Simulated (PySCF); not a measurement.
One of the candidates below gave these computed data.

All candidates are C6H8N2.

| technique | computed result |
| --- | --- |
| UV, strongest line | among the 8 lowest singlet transitions: S8 at 6.95 eV (178 nm, f = 0.473) [TDDFT CAM-B3LYP/def2-SVPD] |
| Dipole | 4.39 D [CAM-B3LYP/def2-SVPD] |
| Rotational structure | rotational constants A, B, C: 5.308, 1.531, 1.199 GHz [GFN2-xTB] |
| Polarisability | 84.8 au [CAM-B3LYP/def2-SVPD] |
| Triplet | lowest triplet excitation (Tamm–Dancoff): 4.12 eV [TDA CAM-B3LYP/def2-SVPD] |
| UV, first state | lowest singlet excitation: 5.19 eV (239 nm, f = 0.019) [TDDFT CAM-B3LYP/def2-SVPD] |

The electronic properties come from PySCF, for the isolated species, density fitting. Levels stand in brackets. The structure is a single GFN2-xTB conformer in the gas phase; no vibrational or solvent corrections.

Question: Which candidate is it?
A. `Cc1ccnnc1C`
B. `CNc1ccncc1`
C. `CCc1ncccn1`

Answer: B. It is `CNc1ccncc1`. Numbering: `[CH3:1][NH:2][c:3]1[cH:4][cH:5][n:6][cH:7][cH:8]1`. Its formula, C6H8N2, gives 4 degrees of unsaturation: 1 ring and 3 π bonds in the structure found (Kekulé form). The optimised geometry has point group C1 and is an asymmetric top.

The others, at the same levels:
- `Cc1ccnnc1C` fails: its computed lowest singlet excitation is 3.76 eV (329 nm, f = 0.004) (against 5.19 eV), lowest triplet excitation (Tamm–Dancoff) is 2.98 eV (against 4.12 eV) and strongest line among the 8 lowest singlet transitions is S8 at 7.19 eV (172 nm, f = 0.036) (against S8 at 6.95 eV).
- `CCc1ncccn1` fails: its computed lowest singlet excitation is 4.48 eV (277 nm, f = 0.004) (against 5.19 eV), static isotropic polarisability is 80.6 au (against 84.8 au) and rotational constant A is 4.806 GHz (against 5.308 GHz).

Each candidate is one conformer, not necessarily the lowest. The conformers computed, where there is a choice (atom-mapped SMILES and torsion angles):
- `[CH3:1][NH:2][c:3]1[cH:4][cH:5][n:6][cH:7][cH:8]1`: C1–N2–C3–C4 -168°
- `[CH3:1][CH2:2][c:3]1[n:4][cH:5][cH:6][cH:7][n:8]1`: C1–C2–C3–N4 93°
